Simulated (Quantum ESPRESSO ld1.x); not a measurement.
The numbers below are computed, except where a source is named.
Question: Species: Kr4+. Configuration: [Ar] 3d10 4s2 4p2. Level of theory: non-relativistic Kohn-Sham, LDA (Slater exchange, Perdew-Wang correlation), spin-polarised, spherical densities, point nucleus; open shells are filled with parallel spins first (ld1.x of Quantum ESPRESSO 7.5). Some entries of the table are withheld. Estimate them.

orbital,occ.,eigenvalue (eV),r(max) (bohr)
1s up,1,-13935.5,0.028
1s down,1,-13935.3,0.028
2s up,1,-1860.90,0.159
2s down,1,-1860.75,0.159
2p up,3,-1690.49,0.125
2p down,3,-1690.28,0.125
3s up,1,-309.954,0.475
3s down,1,-309.648,0.475
3p up,3,-249.312,(1)
3p down,3,-248.969,(2)
3d up,5,-140.043,0.408
3d down,5,-139.632,0.408
4s up,1,-72.8800,1.30
4s down,1,-70.5037,1.30
4p up,2,-57.5552,(3)
4p down,0,-55.2041,(4)

Answer: 
(1) 3p up r(max) (bohr): 0.468
(2) 3p down r(max) (bohr): 0.468
(3) 4p up r(max) (bohr): 1.42
(4) 4p down r(max) (bohr): 1.42
